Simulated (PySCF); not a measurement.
# H₄SeO, singlet: data card

Computed with PySCF, PBE0, basis Se def2-TZVP, O def2-TZVP, H def2-TZVP (no relativity, density fitting).

The structure is a minimum.

| Quantity | Value |
| --- | --- |
| Point group | C2v |
| Bond lengths | Se–H 1.517 Å (×2), Se–H 1.548 Å (×2), Se–O 1.634 Å |
| Bond angles | H–Se–H 89.1° (×4), H–Se–H 96.0°, H–Se–H 177.4°, H–Se–O 91.3° (×2), H–Se–O 132.0° (×2) |
| Highest occupied level | -7.59 eV |
| Heat capacity Cp at 298.15 K | 51.0 J/(mol K) |
| Enthalpy at 298.15 K above 0 K | 11.52 kJ/mol |
| Atomisation energy without zero-point energy | 1080 kJ/mol |
| Entropy at 298.15 K and 1 bar | 256.0 J/(mol K) |
| Zero-point energy | 94.6 kJ/mol |
| Principal polarisabilities | 29.4, 41.5, 41.5 bohr³ |
| Dipole moment | 4.17 D |
| Lowest empty level | -1.42 eV |
| Rotational constants | 2.283, 0.4056, 0.3847 cm⁻¹ |
| Principal quadrupole moments (Buckingham, traceless) about the centre of mass | -4.60, 0.29, 4.31 D Å |
| Rotational symmetry number | 2 |

Harmonic modes (masses in u: Se 79.917, O 15.995, H 1.008):
```csv
symmetry,ω (cm⁻¹),IR (km/mol),μ (u)
b2,378,4.7,1.14
a1,814,3.9,1.13
b1,832,66.7,1.24
a1,938,101,6.13
b2,989,46.2,1.06
a1,1114,51.9,1.04
b1,1226,43.4,1.02
a2,1302,0.0,1.01
b1,1948,509,1.03
a1,1962,28.9,1.01
b2,2135,91.3,1.02
a1,2170,95.5,1.01
```

In C2v the vibrations span 3b2 + 5a1 + 3b1 + a2. The a2 mode carries no infrared intensity, as symmetry demands.

Charges (e):
```json
{"atom": "Se1", "Mulliken": "0.32", "Löwdin": "0.37", "polar tensor": "1.62", "Mayer order to Se1": "–"}
{"atom": "O2", "Mulliken": "-0.55", "Löwdin": "-0.44", "polar tensor": "-0.74", "Mayer order to Se1": "1.63"}
{"atom": "H3,5", "Mulliken": "0.09", "Löwdin": "0.04", "polar tensor": "-0.17", "Mayer order to Se1": "0.81"}
{"atom": "H4,6", "Mulliken": "0.02", "Löwdin": "-0.01", "polar tensor": "-0.27", "Mayer order to Se1": "0.80"}
```

Mulliken populations on Se1: s 7.59, p 15.26, d 10.77, f 0.05.

Counting electrons, selenium keeps none of its valence electrons outside its bonds, so the VSEPR class is AX5 and the expected shape is trigonal bipyramidal; with unlike ligands the computed point group is C2v.

Only a few start shapes were tried, so a lower isomer may exist.

The final relaxation and frequency run took of the order of 90 core-seconds on a shared host.
